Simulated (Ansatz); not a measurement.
Total energies of Cu3⁻ from Ansatz at r2SCAN-D4/def2-TZVPD, gas phase (1 Eh = 27.2114 eV = 2625.5 kJ/mol). The reference geometry is relaxed at r2SCAN-D4/def2-TZVPD.

Cartesian coordinates in Å:
```
Cu -0.036 -1.402 1.841
Cu 0.037 1.402 -1.841
Cu 0.000 0.000 0.000
```

```tsv
state	geometry	energy (Eh)
charge -1 singlet	reference	-4921.59844
charge 0 doublet	reference	-4921.51926
charge -1 triplet	relaxed at r2SCAN-D4/def2-TZVPD	-4921.58890
charge -1 quintet	relaxed at r2SCAN-D4/def2-TZVPD	-4921.45311
```

Q: Work out the vertical ionisation energy to the doublet.

A: E(charge 0 doublet) − E(charge -1 singlet) = -4921.51926 − (-4921.59844) = 0.07918 Eh = 2.15 eV. For comparison, −ε of the highest occupied level is 0.15 eV at this level, 2.00 eV less.

Q: Which of the charge -1 states is lowest, and how far above it are the others?

A: The singlet. triplet: -4921.58890 − (-4921.59844) = 0.00954 Eh = 25.0 kJ/mol; quintet: -4921.45311 − (-4921.59844) = 0.14533 Eh = 381.6 kJ/mol. The triplet differs in its bonds from the reference.

At r2SCAN-D4/def2-TZVPD the highest occupied level of the charge -1 triplet lies above zero (up to 0.35 eV). It is a level of α spin, whose loss leaves a doublet; that state wasn't run at this geometry and level. The electron is either unbound and held by the finite basis, or the level is raised by self-interaction error. At r2SCAN-D4/def2-TZVPD the highest occupied level of the charge -1 quintet lies above zero (up to 1.09 eV). It is a level of α spin, whose loss leaves a quartet; that state wasn't run at this geometry and level. The electron is either unbound and held by the finite basis, or the level is raised by self-interaction error. 

The structure comes from a short search, and lower isomers may exist.
